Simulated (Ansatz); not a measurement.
Input for Ansatz (an electronic-structure program): U-BHLYP/def2-TZVPP on Ta, 2S+1 = 4, a spin state set in the input, which need not be the lowest. Elements past Kr take the def2 small-core potentials; no spin–orbit coupling.

Ansatz 0.2 input:
```yaml
crystal:
  periodic: [false, false, false]
  atoms:
    - {symbol: Ta, position_ang: [0.00000000, 0.00000000, 0.00000000]}
basis:
  gaussian:
    orbitals: def2-TZVPP
hamiltonian:
  xc: {name: BHLYP}
magnetization: {spin_polarized: true, initial_magnetization: 3}
scf: {lower_state_search: full}
```

The log:

```
Functional definition: BHLYP
[...]
integrals: 0.01 GiB planned
458 factors; their error is unknown
mean field: 0.15 GiB planned
mean field evaluation 1: about -1543.4941 eV, gradient 5.5e0 eV
mean field evaluation 2: about -1543.6651 eV, gradient 1.0e0 eV
mean field evaluation 4: about -1543.6832 eV, gradient 1.5e-1 eV
mean field evaluation 8: about -1543.6875 eV, gradient 2.2e-3 eV
mean field evaluation 16: about -1543.4966 eV, gradient 5.5e0 eV
mean field evaluation 32: about -1543.6875 eV, gradient 1.8e-5 eV
mean field evaluation 64: about -1543.6844 eV, gradient 7.5e-2 eV
mean field evaluation 96: about -1540.1542 eV, gradient 6.3e0 eV
mean field evaluation 128: about -1543.8412 eV, gradient 8.4e-1 eV
mean field evaluation 160: about -1543.6882 eV, gradient 9.5e-1 eV
mean field evaluation 192: about -1543.6856 eV, gradient 1.8e0 eV
mean field -1543.86390030 eV, -56.7359518676 hartree, gradient 3.7e-5 eV, S^2 3.757267; 18 other end points of the search recorded, 0 dependent functions left out
reference -1543.86399420 eV, -56.7359553184 hartree; 8, 5 occupied and 48, 51 virtual orbitals, 458 factors
Total energy: -1543.86399420 eV, -56.7359553184 hartree
```

The run converged.

Cost: roughly 9 core-seconds.
